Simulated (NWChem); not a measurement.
# C2H7BFN; SMILES C(C)B(N)F

```xyz
12

B      0.0029     0.5783    -0.0970
F     -1.3373     0.7664    -0.0731
C      0.5648    -0.8521    -0.4653
C     -0.0900    -1.9903     0.3429
H      1.6569    -0.8910    -0.3517
H      0.3708    -1.0260    -1.5354
H     -1.1795    -1.9727     0.2305
H      0.1299    -1.8981     1.4136
H      0.2653    -2.9751     0.0176
N      0.8116     1.6843     0.2078
H      0.4284     2.5939     0.4265
H      1.8195     1.6438     0.2215
```
Atoms are numbered in this order, from 1.

Results from NWChem. Medium grid unless said otherwise, to which SCAN and Minnesota functionals are sensitive. All runs use the structure optimised with B3LYP/6-31G* (spherical d). Hybrids' shares of exact exchange are those that their runs print; pure functionals count as 0. The functionals differ in more than this share.

```
row                     share of exact exchange  orbital gap (eV)
----------------------  -----------------------  ----------------
PBE/def2-TZVP                              0.00              6.80
B3LYP/def2-TZVP                            0.20              8.46
PBE0/def2-TZVP                             0.25              9.05
M06-2X/def2-TZVP                           0.54             11.04
Hartree-Fock/def2-TZVP                     1.00          withheld
```

### Question
Fit a straight line of the last column on the one before it, predict the withheld value, and compare with the run.

### Answer

1. Means of the 4 shown rows: x = 0.247, y = 8.838. Slope Σ(x − x̄)(y − ȳ)/Σ(x − x̄)² = 1.167/0.1491 = 7.828; intercept 6.900.
2. The shown rows scatter about the line by 0.117 (root mean square); the largest residual is +0.19, at PBE0/def2-TZVP.
3. At x = 1.00 (Hartree-Fock/def2-TZVP; beyond the shown range) the line gives 14.73.
4. The run gives 14.96, +0.23 from the line, 2.0 times the scatter.
